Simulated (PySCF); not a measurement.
NICS in isomers of C6H10N2Si.

Definitions: NICS(0) = −σiso at the ring centroid; NICS(1) = −σiso and NICS(1)zz = −σzz at ±1 Å along the ring normal z. Level: GIAO PBE0/pcSseg-1 (PySCF, non-relativistic, gas phase) on the GFN2-xTB geometries, one conformer each. Atom numbers follow the mapped SMILES.

**Question.** Order these rings by mean NICS(1)zz, lowest (most negative) first (ppm).
A. ring C5–C6–C7 in `[CH3:1][NH:2][C@@H:3]1[SiH2:4][C@@:5]12[CH2:6][C@@H:7]2[C:8]#[N:9]`
B. ring C4–C5–C6–C7–C8–C9 in `[SiH3:1][NH:2][NH:3][c:4]1[cH:5][cH:6][cH:7][cH:8][cH:9]1`
C. ring C4–C5–C6–N7–C8–C9 in `[N:1]#[C:2][SiH2:3][C@@H:4]1[CH2:5][CH:6]=[N:7][CH2:8][CH2:9]1`
D. ring C1–N2–C3–C8–N9 in `[cH:1]1[n:2][c:3]([CH:4]2[CH2:5][SiH2:6][CH2:7]2)[cH:8][nH:9]1`

**Answer.** D (-29.6), B (-26.0), A (-20.4), C (0.3).

```
                           SMILES                                                     ring  NICS(0)  NICS(1)  NICS(1)zz  HOMA  rms pucker (Å)  ring atoms with four or more neighbours
          c1nc(C2C[SiH2]C2)c[nH]1      5-membered ring with 2 N; formal bonds all aromatic    -13.3    -10.9      -29.6  0.91            0.00                                        0
                 [SiH3]NNc1ccccc1         6-membered carbocycle; formal bonds all aromatic     -8.4    -10.5      -26.0  0.99            0.00                                        0
CN[C@@H]1[SiH2][C@@]12C[C@@H]2C#N           3-membered carbocycle; formal bonds all single    -42.6     -7.3      -20.4     –            0.00                                        3
          N#C[SiH2][C@@H]1CC=NCC1  6-membered ring with N; formal bonds 1 double, 5 single      0.7     -2.0        0.3     –            0.20                                        4
```

NICS(0) gives another order. The isotropic NICS(1) gives the same order. HOMA uses Krygowski's 1993 parameters; it is left out where a ring has a four-coordinate atom, a triple bond, no multiple bond or a kind of bond without parameters. NICS(1) and NICS(1)zz are means over the two faces.
